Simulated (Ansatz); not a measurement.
Relaxation of H$_{5}$NOSi$_{2}$ (9 atoms, charge 0, multiplicity 1), to a largest force component of 0.015 eV/Å in at most 40 steps.

These are results of RKS PBE0/STO-3G in Ansatz 0.2.0, not measurements.

```xyz
9
Properties=species:S:1:pos:R:3
N 0.525 1.623 -1.678
Si 0.466 0.636 -0.397
O 1.749 0.906 0.560
Si -0.873 -1.014 0.488
H -0.181 1.616 -2.398
H 1.919 0.439 1.373
H -1.923 -0.522 1.400
H -1.558 -1.773 -0.570
H -0.048 -1.952 1.257
```

Where does it end, and by what steps?

The run converged. Limits of this set-up: minimal basis. After 7 steps the energy has fallen by 0.573 eV; H5 moved furthest, 0.38 Å.

```json
{"step": "0", "energy less start (eV)": "0.0000", "largest force component (eV/Å)": "2.779", "accepted": "yes"}
{"step": "1", "energy less start (eV)": "-0.3139", "largest force component (eV/Å)": "1.741", "accepted": "yes"}
{"step": "2", "energy less start (eV)": "-0.4842", "largest force component (eV/Å)": "1.657", "accepted": "yes"}
{"step": "3", "energy less start (eV)": "-0.4954", "largest force component (eV/Å)": "0.824", "accepted": "yes"}
{"step": "4", "energy less start (eV)": "-0.5352", "largest force component (eV/Å)": "0.917", "accepted": "yes"}
{"step": "5", "energy less start (eV)": "-0.5702", "largest force component (eV/Å)": "0.315", "accepted": "yes"}
{"step": "6", "energy less start (eV)": "-0.5731", "largest force component (eV/Å)": "0.032", "accepted": "yes"}
{"step": "7", "energy less start (eV)": "-0.5732", "largest force component (eV/Å)": "0.010", "accepted": "yes"}
```

```xyz
9
Properties=species:S:1:pos:R:3
N 0.510 1.614 -1.695
Si 0.518 0.654 -0.357
O 1.872 0.998 0.616
Si -0.838 -0.971 0.441
H -0.368 1.330 -2.235
H 1.806 0.352 1.399
H -1.841 -0.427 1.328
H -1.511 -1.643 -0.645
H -0.074 -1.948 1.182
```

Time of the run: 16 s on 1 thread of Arm Neoverse V1, on a shared host, peak memory 0.12 GiB.
